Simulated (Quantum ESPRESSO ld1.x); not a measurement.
The numbers below are computed, except where a source is named.
All-electron atom: Cu11+ in [Ar] (the NIST ground configuration). Code: ld1.x of Quantum ESPRESSO 7.5. Model: scalar-relativistic Kohn-Sham, relativistic LDA (MacDonald-Vosko exchange, VWN5 correlation), spin-unpolarised, spherical densities, point nucleus.

X-ray form factor f0, the Fourier transform of the density (f0(0) = 18):

| sin(theta)/lambda (1/angstrom) | f0 (electrons) |
|---|---|
| 0.05 | 17.923 |
| 0.1 | 17.695 |
| 0.15 | 17.326 |
| 0.2 | 16.832 |
| 0.25 | 16.232 |
| 0.3 | 15.549 |
| 0.4 | 14.033 |
| 0.5 | 12.469 |
| 0.6 | 11.008 |
| 0.8 | 8.701 |
| 1 | 7.249 |
| 1.25 | 6.177 |
| 1.5 | 5.405 |
| 2 | 3.982 |
